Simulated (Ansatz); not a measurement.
`OC(Cl)C[SiH3]` → `CC(O)Cl` + `[SiH2]` at 600 K and 1 bar (silylene formation by 1,1-elimination).

Computed with Ansatz on PBE0-D4/def2-TZVP structures; ΔE is electronic, products minus reactants. CCSD(T)/CBS adds triple-zeta CCSD(T) − MP2 to the extrapolated MP2 energy (def2 sets, frozen cores). This one scheme is used for every species. Each species was taken in one conformer, which may not be the lowest.

```json
{"species": "`OC(Cl)C[SiH3]`", "CCSD(T)/CBS energy (Eh)": "-904.34500", "H − E (kJ/mol)": "292.6", "S (J/(mol·K))": "451.0"}
{"species": "`CC(O)Cl`", "CCSD(T)/CBS energy (Eh)": "-614.06791", "H − E (kJ/mol)": "233.5", "S (J/(mol·K))": "365.8"}
{"species": "`[SiH2]`", "CCSD(T)/CBS energy (Eh)": "-290.19011", "H − E (kJ/mol)": "52.1", "S (J/(mol·K))": "233.9"}
```

H − E and S are ideal-gas, rigid-rotor, harmonic terms from PBE0-D4/def2-TZVP, for one conformer and one mirror image of each species. 1 Eh = 2625.50 kJ/mol, R = 8.31446 J/(mol·K).

Task: By hand: ΔE, ΔH, ΔS and ΔG.

Result: ΔE = (-614.06791) + (-290.19011) − (-904.34500) = 0.08698 Eh = 228.4 kJ/mol. Δ(H − E) = 233.5 + 52.1 − 292.6 = -7.0, so ΔH = 221.4 kJ/mol. ΔS = 365.8 + 233.9 − 451.0 = 148.7 J/(mol·K). ΔG = 221.4 − 600 × (148.7)/1000 = 132.2 kJ/mol.

Task: By hand: the equilibrium constant, and the temperature at which ΔG would vanish if ΔH and ΔS stayed fixed.

Result: log₁₀ K = −ΔG/(RT ln 10) = -11.5. ΔG = 0 at ΔH/ΔS = 1489 K.

The number of gas molecules changes by +1, which sets the sign of ΔS. A doubt of 5 kJ/mol in ΔE shifts log₁₀ K by 0.4 here. Other conformers and mirror images would add mixing entropy, several J/(mol·K) or more a flexible species. These are equilibria of isolated gas molecules and say nothing of rates. Largest T1 diagnostic: 0.014 (customary marks: 0.02 for closed shells, 0.045 for open ones).
